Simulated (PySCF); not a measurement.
**Static response to an electric field**

Compound: C₄H₃F₃O₃.
Structure used (GFN2-xTB), in Å, numbered top down from 1:
```
atom  x, y, z in Å
O1     2.485    1.356   -0.197
C2     1.938    0.413   -0.707
O3     2.486   -0.352   -1.643
C4     0.567   -0.022   -0.348
F5     0.109   -1.116   -0.992
C6    -0.142    0.653    0.562
O7    -1.391    0.454    1.032
C8    -2.180   -0.532    0.494
F9    -3.285   -0.587    1.242
F10   -2.569   -0.203   -0.753
H11    3.379   -0.042   -1.861
H12    0.321    1.514    1.025
H13   -1.720   -1.535    0.464
```

Level: CAM-B3LYP/def2-SVPD (PySCF), static field, nuclei fixed, core orbitals frozen in the response. The polarisability tensor in these axes (au):

```
x    81.62   4.57 -14.57
y     4.57  54.74   7.42
z   -14.57   7.42  57.70
```

Q: What are the eigenvalues, a third of the trace, and Δα (Δα² = ½Σ(αi − αj)² over the three pairs)?

A: Principal values 43.89, 61.63 and 88.55 au; mean 64.69 au = 9.59 Å³ = 10.67 × 10⁻⁴⁰ C²·m²/J; Δα = 38.95 au (60 % of the mean).

Q: What is the dipole moment, and where does it point?

A: (1.67, -1.00, -0.13) D, 1.95 D in size, pointing from the negative to the positive side. Measured along this direction, the outermost atoms are F9 at the negative end and H11 at the positive end.

Q: How large is μ²/3kT at 250 K beside α?

A: In Gaussian units μ²/3kT = 36.91 Å³ against 9.59 Å³, a ratio of 3.85; the Debye molar polarisation (4π/3)N_A(α + μ²/3kT) is 117.3 cm³/mol, leaving out the vibrational part.

Q: Sum over states: ᾱ = Σ f/ω², ω in Eh. What share falls to these 8 lowest TDDFT singlets (eV, f)? 5.36, 0.0001; 5.85, 0.3553; 6.84, 0.0115; 7.59, 0.0378; 8.08, 0.0084; 8.09, 0.1020; 8.17, 0.0234; 8.38, 0.0025.

A: They add up to 9.90 au, 15.3 % of the 64.69 au; the largest single term is 7.69 au, from the state at 5.85 eV. Terms in order: 0.00, 7.69, 0.18, 0.49, 0.10, 1.15, 0.26, 0.03 au. Higher excitations give the rest. The strengths listed sum to 0.541.

Q: Traceless (Buckingham) quadrupole moment about the centre of nuclear charge: eigenvalues?

A: -8.53, 1.92, 6.61 D·Å. The values depend on the origin, since the dipole doesn't vanish. The electronic extent ⟨r²⟩ about the same centre is 1709 bohr², a root-mean-square distance of 2.48 Å for the 78 electrons.

Q: Find the Langevin capture rate constant for NO+ (29.998 u) meeting this molecule (156.003 u), k = 2.342 × 10⁻⁹ cm³/s × √(α in Å³ / reduced mass in u).

A: The reduced mass is 25.16 u, so k = 1.45 × 10⁻⁹ cm³/s. The formula leaves out the permanent dipole, which adds to the capture rate.

Q: Rayleigh depolarisation ratio (linearly polarised light, static tensor)?

A: ρ = 3Δα²/(45ᾱ² + 4Δα²) = 4550.2/(188310 + 6067.0) = 0.0234.

Isolated species at its GFN2-xTB geometry (one conformer only).
